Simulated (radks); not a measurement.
Question: Neutral cobalt: order these configurations by energy. All-electron calculation, scalar-relativistic Kohn-Sham, BLYP, spin-polarised, spherical densities, finite nucleus; Fermi nuclear charge, rms radius of each element as measured or else 0.836 A^(1/3) + 0.57 fm. Program: a radial shooting solver on a logarithmic mesh with Libxc functionals. Open shells are filled with parallel spins first. [Ar] 3d6 4s2 4p1; [Ar] 3d7 4s1 4p1; [Ar] 3d7 4s2; [Ar] 3d8 4p1; [Ar] 3d8 4s1; [Ar] 3d9.

Answer: From the lowest, in eV above it: [Ar] 3d8 4s1 0.000; [Ar] 3d7 4s2 0.205; [Ar] 3d9 2.101; [Ar] 3d7 4s1 4p1 3.723; [Ar] 3d8 4p1 3.923; [Ar] 3d6 4s2 4p1 7.541.
